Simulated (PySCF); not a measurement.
These are PBE-D3(BJ)/def2-TZVP // CAM-B3LYP-D3(BJ)/def2-TZVP run with PySCF values and carry that method's errors. Isolated molecules, 0 K electronic values unless said otherwise. 

Reference species (SMILES): `C=[SiH2]` (neutral, multiplicity 1).

```json
{
 "HOMO": "-5.69 eV",
 "dipole_moment": "0.60 D"
}
```

Changed species: `[CH2]=[GeH2]`.

### Question
What does the change do to the HOMO and dipole moment?

### Answer
the HOMO goes up by 0.13 eV, to -5.56 eV; the dipole moment hardly moves.
